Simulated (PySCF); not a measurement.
C2H9GaO, singlet at its PBE0/def2-SVP optimised geometry (Å):

```
13

Ga    -0.5269    -0.9348     0.0000
H     -0.6176    -1.7393    -1.3725
C     -0.7085    -1.9760     1.6862
H     -0.2489    -2.9765     1.6284
H     -1.7772    -2.1348     1.9088
H     -0.2828    -1.4442     2.5535
C     -0.8996     1.0073     0.0000
H     -1.9850     1.1840    -0.0835
H     -0.4210     1.5167    -0.8509
H     -0.5575     1.4893     0.9293
O      1.6884    -0.9348     0.0000
H      1.9843    -1.3550    -0.8175
H      1.9850    -1.5167     0.7116
```

Computed with PBE0/def2-TZVP (PySCF). Cells within 0.4 Å of a nucleus heavier than hydrogen are left out (blank, or x).

Map of the electrostatic potential (hartree/e), clipped to [-0.08, 0.12] on the plane z = 0.0 Å:

```
|1111111111111111111111111122222|
|1111111111111111111111111122222|
|1111111100000011111111111122222|
|1111111000000000111111111112222|
|1111111000000000011111111112222|
|1111111000000000011111111112222|
|1111111100000000001111111112222|
|1111122221233321101111111112222|
|1112235666999963110111111112222|
|1122369999999996210011111112222|
|11224899999xx999310001111111222|
|11224999999xxx99310000001111222|
|11223699999xx999311000000111222|
|1122235899999998421000000011222|
|1112223348999999642100000011222|
|1112222347999999984334310012222|
|1122223469999999998899993112233|
|1122223599999999999999999433333|
|122223469999xxx99999xxx99744333|
|122223479999xxx99999xxx99965444|
|1122234699999x99999999999976544|
|1122223589999999999999999986554|
|1112222358999999997799999986654|
|1111222234699999865579999976654|
|1111111222344554444567898876554|
|1111111111112222333456777766554|
|1111111111111111223445566655544|
|1111111111001111223344555555444|
|1111111111111111223334444444444|
|1111111111111111222333444444443|
|1111111111111112222333334444333|
```
Scale: ten equal steps from -0.033 (start of '0') to 0.120 (end of '9'), in the order '0123456789'; x runs from -4.00 to 4.00, y from -4.00 (bottom) to 4.00 (top).
